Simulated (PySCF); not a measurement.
Job file and geometry (Å, from GFN2-xTB) of an NMR shielding run on `CCC1=CCC[P@@H+]1[B-](F)(F)F`, C6H11BF3P, GIAO PBE0/pcSseg-1 NMR shielding, non-relativistic, gas phase in PySCF; density fitting, a coarse starting grid and PySCF grid level 2 are the driver's defaults:

```
{"job": {"kind": "nmr", "xc": "PBE0", "basis": "pcSseg-1"}, "charge": 0, "multiplicity": 1}
C      2.199171     1.199683    -0.479021
C      1.901958     0.427565     0.802621
C      0.577853    -0.261779     0.731833
C      0.306148    -1.518925     1.074585
C     -1.108118    -1.994553     0.967442
C     -1.893118    -0.966908     0.138161
P     -0.908408     0.586555     0.113714
B     -1.124132     1.354302    -1.865857
F     -0.410238     0.435904    -2.558345
F     -2.460398     1.259795    -2.053194
F     -0.637644     2.605481    -1.917654
H      2.151347     0.539322    -1.341661
H      3.190593     1.643055    -0.433203
H      1.471110     1.997425    -0.620680
H      2.682267    -0.314055     0.988283
H      1.895045     1.123885     1.647476
H      1.056003    -2.197163     1.454007
H     -1.150951    -2.983052     0.506789
H     -1.527013    -2.087780     1.974211
H     -1.974331    -1.294460    -0.902660
H     -2.903628    -0.792379     0.508083
H     -1.343928     1.257465     1.264220
```

Question: Write the output of this run.

Answer: 
```
coarse grid: 19304 points
cycle   1  E = -900.1620356771  dE =  1.408e+00  |g| = 8.578e-01  |ddm| = 4.228e+00
cycle   2  E = -900.0764312968  dE =  8.560e-02  |g| = 1.172e+00  |ddm| = 1.448e+00
cycle   3  E = -900.2916449979  dE = -2.152e-01  |g| = 5.780e-02  |ddm| = 8.201e-01
cycle   4  E = -900.2920388540  dE = -3.939e-04  |g| = 4.211e-02  |ddm| = 9.570e-02
cycle   5  E = -900.2924170960  dE = -3.782e-04  |g| = 1.291e-02  |ddm| = 4.535e-02
cycle   6  E = -900.2924539922  dE = -3.690e-05  |g| = 4.226e-03  |ddm| = 1.383e-02
cycle   7  E = -900.2924581596  dE = -4.167e-06  |g| = 7.141e-04  |ddm| = 4.022e-03
final grid: 184288 points
cycle   8  E = -900.3697537061  dE = -8.253e-05  |g| = 9.786e-03  |ddm| = 4.272e-02
cycle   9  E = -900.3697434965  dE =  1.021e-05  |g| = 1.176e-02  |ddm| = 1.902e-02
cycle  10  E = -900.3697771114  dE = -3.361e-05  |g| = 8.543e-04  |ddm| = 1.142e-02
cycle  11  E = -900.3697772486  dE = -1.371e-07  |g| = 4.440e-04  |ddm| = 1.400e-03
cycle  12  E = -900.3697772933  dE = -4.477e-08  |g| = 1.458e-04  |ddm| = 5.108e-04
cycle  13  E = -900.3697772982  dE = -4.890e-09  |g| = 3.867e-05  |ddm| = 1.615e-04
cycle  14  E = -900.3697772986  dE = -3.458e-10  |g| = 5.492e-06  |ddm| = 3.495e-05
converged SCF energy = -900.3697772986

GIAO shielding tensors (ppm)
atom      isotropic    diamagn.    paramagn.     s11        s22        s33       span
  0 C      168.545     249.435     -80.889    156.728    167.725    181.183     24.455
  1 C      157.164     245.436     -88.272    143.638    156.607    171.247     27.609
  2 C       41.868     269.350    -227.482    -61.034     68.394    118.244    179.278
  3 C       36.100     253.772    -217.672    -62.537     46.177    124.660    187.197
  4 C      148.888     251.209    -102.320    123.358    153.009    170.298     46.941
  5 C      166.995     257.481     -90.485    137.618    174.381    188.987     51.368
  6 P      374.903     972.143    -597.240    276.573    406.264    441.871    165.297
  7 B       99.923     187.918     -87.995     88.644    103.096    108.029     19.384
  8 F      308.956     472.056    -163.100    251.121    313.444    362.303    111.182
  9 F      304.773     467.094    -162.321    247.285    303.098    363.935    116.651
 10 F      314.443     466.669    -152.226    261.175    314.902    367.251    106.075
 11 H       30.366      31.206      -0.839     26.919     29.468     34.712      7.793
 12 H       30.421      28.093       2.328     25.372     27.702     38.188     12.816
 13 H       30.005      31.384      -1.378     24.965     29.553     35.498     10.533
 14 H       29.161      31.159      -1.998     23.968     28.770     34.745     10.777
 15 H       29.494      30.268      -0.774     25.300     27.727     35.455     10.155
 16 H       25.230      33.501      -8.271     23.166     24.689     27.834      4.668
 17 H       28.832      30.118      -1.286     23.879     26.753     35.863     11.983
 18 H       28.982      29.989      -1.007     24.311     26.831     35.804     11.493
 19 H       29.185      32.776      -3.591     22.978     29.203     35.374     12.397
 20 H       29.490      31.158      -1.668     24.249     27.607     36.613     12.364
 21 H       26.716      31.981      -5.265     23.152     24.199     32.797      9.644
```

Size and cost of the density-fitted run: 249 basis functions, roughly 2.8 core-minutes.
